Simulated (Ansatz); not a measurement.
A structure relaxed at PBE0-D4/def2-TZVP, charge 0, multiplicity 1:

```
atom    x (Å)    y (Å)    z (Å)
  C1   1.3355  -1.2477   1.1048
  C2   1.2802   0.1753   0.5538
 Si3   0.1554   0.3647  -0.9064
  O4   0.6093  -0.5544  -2.1862
  O5   0.2092   1.9501  -1.3148
  O6  -1.3727  -0.1431  -0.5751
  C7  -2.1808   0.4028   0.4404
  H8   2.0062  -1.3209   1.9642
  H9   1.6931  -1.9500   0.3478
 H10   0.3492  -1.5927   1.4261
 H11   0.9587   0.8789   1.3303
 H12   2.2779   0.5100   0.2508
 H13   0.0304  -1.2894  -2.3934
 H14  -0.1216   2.1870  -2.1828
 H15  -3.1744  -0.0430   0.3674
 H16  -2.2781   1.4889   0.3373
 H17  -1.7776   0.1834   1.4358
```

(1) Give its formula and SMILES.

(2) Point group (tolerance 0.08 Å, 0.16 Å for H)?

(3) Summarise the bond lengths by kind.

Answers

(1) C3H10O3Si, `CC[Si](O)(O)OC`.

(2) C1.

(3) 1 × C–C 1.527 Å; 8 × C–H 1.092 to 1.096 Å; 1 × C–Si 1.853 Å; 3 × O–Si 1.638 to 1.644 Å; 2 × H–O 0.958 to 0.959 Å; 1 × C–O 1.408 Å.

All numbers were calculated with Ansatz.
